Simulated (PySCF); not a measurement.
**`C1=C[C@@H]2C(Br)=C[C@@H]3[C@H]1[C@@H]32`, C8H7Br**

Geometry:
| atom | x (Å) | y (Å) | z (Å) |
| --- | --- | --- | --- |
| Br1 | -1.371 | 2.056 | 2.197 |
| C2 | -0.996 | 0.795 | 0.847 |
| C3 | -1.283 | -0.509 | 0.881 |
| C4 | -0.791 | -1.150 | -0.337 |
| C5 | 0.717 | -1.053 | -0.705 |
| C6 | 1.621 | -0.316 | 0.178 |
| C7 | 1.210 | 0.942 | 0.336 |
| C8 | -0.127 | 1.152 | -0.338 |
| C9 | -0.277 | -0.068 | -1.247 |
| H10 | -1.808 | -1.029 | 1.661 |
| H11 | -1.302 | -2.025 | -0.710 |
| H12 | 1.097 | -1.875 | -1.293 |
| H13 | 2.496 | -0.761 | 0.618 |
| H14 | 1.654 | 1.695 | 0.962 |
| H15 | -0.302 | 2.131 | -0.777 |
| H16 | -0.544 | 0.026 | -2.286 |

Method used: PySCF, TDDFT LC-wPBE/def2-SVPD circular dichroism and optical rotation, one conformer, gas phase. Geometry: GFN2-xTB.

The calculation is non-relativistic, which matters for the atoms heavier than Zn.

(1) Draw the ECD and absorption spectra from the lowest 12 states, each a Gaussian of half-width 0.3 eV at 1/e height.

Results:

(1) 
| E (eV) | λ (nm) | Δε (L mol⁻¹ cm⁻¹) | ε (L mol⁻¹ cm⁻¹) |
| --- | --- | --- | --- |
| 5.32 | 233 | -2.12 | 129 |
| 5.47 | 226 | -9.58 | 584 |
| 5.62 | 220 | -26.70 | 1700 |
| 5.77 | 215 | -44.09 | 3360 |
| 5.92 | 209 | -36.35 | 4940 |
| 6.07 | 204 | +2.00 | 5830 |
| 6.22 | 199 | +36.69 | 5770 |
| 6.37 | 195 | +43.68 | 5620 |
| 6.52 | 190 | +36.78 | 7350 |
| 6.67 | 186 | +26.95 | 10500 |
| 6.82 | 182 | +12.86 | 11600 |
| 6.97 | 178 | +1.14 | 8750 |
| 7.12 | 174 | -4.18 | 4630 |
| 7.27 | 170 | -8.08 | 2440 |
| 7.42 | 167 | -10.89 | 2250 |
| 7.57 | 164 | -5.72 | 2620 |
| 7.72 | 161 | +8.35 | 2740 |

Δε uses R in velocity form, ε uses f in length form. Only the states computed contribute, so the short-wavelength end is incomplete.
